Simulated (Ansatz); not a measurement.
Basis-set extrapolation for C$_{4}$H$_{12}$BClSi, SMILES `C[Si](C)(C)CBCl` (PBE0-D4/def2-TZVP geometry, frozen core, Ansatz). Multiplicity 1, RHF reference.

|  | def2-TZVPP | def2-QZVPP |
| --- | --- | --- |
| HF | -931.758731 | -931.788892 |
| MP2 correlation | -1.125926 | -1.204937 |
| CCSD(T) correlation | -1.259237 | not run |

Energies in hartree. Use E(X) = E(∞) + A·exp(−7.88·√X) for Hartree–Fock and E(X) = E(∞) + B·X^(−2.97) for correlation, with X = 3 and 4, and add CCSD(T) minus MP2 of the smaller set to the MP2 limit.

Task: What is the CCSD(T) energy at the basis-set limit?

Result: HF limit: -931.788892 + (-0.030161) × 0.13774 = -931.79305. MP2 limit: -1.204937 + (-0.079011) × 0.74074 = -1.26346. Higher-order term: -1.259237 − (-1.125926) = -0.13331. Total: -933.18982 hartree, 451.2 kJ/mol below CCSD(T)/def2-TZVPP.
